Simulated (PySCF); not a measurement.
# A small calculation by hand: oscillator strength and radiative lifetime

O2Se, SMILES O=[Se]=O.

The structure is a stationary point at PBE0-D3(BJ)/def2-TZVP.

TDDFT-CAM-B3LYP/def2-SVPD run with PySCF puts the first singlet state with f over 0.02 at 5.02 eV (vertical), with the transition dipole (0.000, 0.649, 0.000) in atomic units.

Task: Find the oscillator strength, the wavelength and the radiative lifetime that this transition would have in vacuum if emission retraced absorption.

Result: 
|μ|² = 0.4212 au, so |μ| = 1.65 D. ΔE = 5.02/27.211 = 0.1845 hartree. f = (2/3) ΔE |μ|² = 0.052 (the program prints 0.052).
λ = 1239.84/5.02 = 247 nm; ν = 40489 cm⁻¹.
Einstein's coefficient A = 0.6670 ν² f s⁻¹ (ν in cm⁻¹) = 5.7e7 s⁻¹, so τ = 1/A = 18 ns. This state is S3; the lower singlets have f = 0.003, 0.000. The figure is the radiative limit of this one transition; relaxation, internal conversion, crossing to triplets and a medium change what is measured.
